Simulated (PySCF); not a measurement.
Two species compared at the same levels of theory.

First species: CH3CH2CF(CH3)2, C₅H₁₁F.
Atom-mapped SMILES: `[CH3:1][CH2:2][C:3]([CH3:4])([CH3:5])[F:6]` (hydrogens: H7, H8, H9 on C1; H10, H11 on C2; H12, H13, H14 on C4; H15, H16, H17 on C5)

Cartesian coordinates in Å at the GFN2-xTB level; atoms count from 1:
```xyz
17
C5H11F angstrom
C      1.9199   -0.7375    0.1071
C      0.8334    0.1802    0.6578
C     -0.3621    0.3590   -0.2861
C     -1.0098   -0.9594   -0.6943
C     -1.3889    1.3151    0.3153
F      0.1184    0.9615   -1.4546
H      1.5786   -1.7684    0.0590
H      2.7967   -0.6997    0.7493
H      2.2100   -0.4155   -0.8902
H      1.2632    1.1686    0.8350
H      0.4636   -0.2035    1.6100
H     -0.3201   -1.5486   -1.2917
H     -1.8971   -0.7654   -1.2922
H     -1.2929   -1.5246    0.1888
H     -1.8270    0.8780    1.2079
H     -0.9155    2.2588    0.5758
H     -2.1774    1.5136   -0.4068
```

Second species: C7H5N3.
SMILES: `C#Cc1nnncc1C=C`

Levels: CAM-B3LYP/def2-SVPD for dipole moment, HOMO energy, LUMO energy, HOMO–LUMO gap, static isotropic polarisability and electronic spatial extent ⟨r²⟩ about the centre of nuclear charge; TDDFT CAM-B3LYP/def2-SVPD for lowest singlet excitation; TDA CAM-B3LYP/def2-SVPD for lowest triplet excitation (Tamm–Dancoff); GFN2-xTB for rotational constant A and rotational constant C. Geometries: GFN2-xTB. Each structure is a single optimised conformer of the isolated species, non-relativistic unless stated; the electronic structure was computed with PySCF and density fitting.

The conformers computed, where there is a choice (atom-mapped SMILES and torsion angles):
- `[CH3:1][CH2:2][C:3]([CH3:4])([CH3:5])[F:6]`: C1–C2–C3–C4 56°
- `[CH:1]#[C:2][c:3]1[n:4][n:5][n:6][cH:7][c:8]1[CH:9]=[CH2:10]`: C7–C8–C9–C10 -17°

| property | column X | column Y |
| --- | --- | --- |
| dipole moment | 1.94 D | 5.89 D |
| HOMO energy | -10.36 eV | -8.55 eV |
| LUMO energy | 1.26 eV | -1.55 eV |
| HOMO–LUMO gap | 11.62 eV | 7.00 eV |
| lowest singlet excitation | 8.74 eV | 3.40 eV |
| lowest triplet excitation (Tamm–Dancoff) | 8.57 eV | 2.58 eV |
| static isotropic polarisability | 62.6 au | 103.5 au |
| electronic spatial extent ⟨r²⟩ about the centre of nuclear charge | 642 bohr² | 1351 bohr² |
| rotational constant A | 4.578 GHz | 1.666 GHz |
| rotational constant C | 2.555 GHz | 0.807 GHz |

Problem. Which column belongs to which species?

Solution. Column X is the first species and column Y the second. The first has 17 atoms and 50 electrons, the second 15 and 68.

Problem. How does each property change from the first species to the second?

Solution. dipole moment +3.95 D; HOMO energy +1.81 eV; LUMO energy -2.81 eV; HOMO–LUMO gap -4.62 eV; lowest singlet excitation -5.34 eV; lowest triplet excitation (Tamm–Dancoff) -5.99 eV; static isotropic polarisability +40.9 au; electronic spatial extent ⟨r²⟩ about the centre of nuclear charge +709 bohr²; rotational constant A -2.912 GHz; rotational constant C -1.748 GHz.

On the first: The polarisability is 9.27 Å³ as a volume (1 au = 0.148185 Å³), or 1.25 au for each of the 50 electrons. The vertical singlet–triplet gap S1 − T1 is 0.17 eV (TDDFT singlet less Tamm–Dancoff triplet; S1: HOMO→LUMO, weight 0.93; T1: HOMO→LUMO, weight 0.88).

On the second: The vertical singlet–triplet gap S1 − T1 is 0.82 eV (TDDFT singlet less Tamm–Dancoff triplet; S1: HOMO→LUMO, weight 0.91; T1: HOMO→LUMO, weight 0.67). The dipole equals about 19.7 × 10⁻³⁰ C·m (1 D = 3.33564 × 10⁻³⁰ C·m).
